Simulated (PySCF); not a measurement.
How methods differ on the excitation energy of Ge

Ge [Ar] 3d10 4s2 4p2 (3P) → Ge [Ar] 3d10 4s1 4p3 (5S), as a difference of total energies. All numbers are calculated (PySCF 2.14, the spin-free X2C one-electron Hamiltonian (Gaussian nucleus), in aug-cc-pVDZ-DK). Correlated levels: valence: [Ar] 3d10 frozen. The calculations carry no spin-orbit coupling.

| method | excitation energy (eV) |
| --- | --- |
| UHF | 3.538 |
| LDA | 5.915 |
| PBE | 5.681 |
| PBE0 | 5.304 |
| r2SCAN | 5.027 |
| BHandHLYP | 5.552 |
| r2SCANh | 4.967 |
| TPSSh | 5.354 |
| MP2 (valence) | 4.251 |
| SCS-MP2 (valence) | 4.568 |

Errors of the correlated levels include the incompleteness of this basis and the frozen core.

Problem. Which method comes closest to the reference value, and which is furthest?

Solution. The reference is 5.078 eV (measured; NIST levels, between the centres of gravity of the two terms). Closest: r2SCAN (error -0.051 eV); furthest: UHF (error -1.540 eV).
